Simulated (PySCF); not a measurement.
CaO⁺ at CAM-B3LYP

Computed with CAM-B3LYP; PySCF, no relativity, basis sets Ca 3-21G, O 3-21G.

```json
{
 "state": "²Π (doublet), unpaired electrons π ↑",
 "bond length": "2.210 Å",
 "harmonic wavenumber": "466 cm⁻¹",
 "force constant": "1.46 mdyn/Å",
 "rotational constant Be": "0.3022 cm⁻¹",
 "anharmonicity ωexe": "4.01 cm⁻¹",
 "vibration–rotation constant αe": "0.00312 cm⁻¹",
 "well depth De to Ca⁺ + O": "33.6 kcal/mol",
 "dissociation energy D0": "32.9 kcal/mol",
 "bond order (Mayer)": "0.95",
 "dipole moment (positive dipole points towards O; it is taken about the centre of mass and depends on that origin)": "-8.87 D"
}
```

For an ion De counts to the pair picked by the measured ionisation energies or electron affinities, which need not be the lowest pair at this level. 3-21G is very small, so such numbers show the basis as much as the molecule. The state is the lowest determinant that a PBE0 search found; another state may lie lower at other levels.
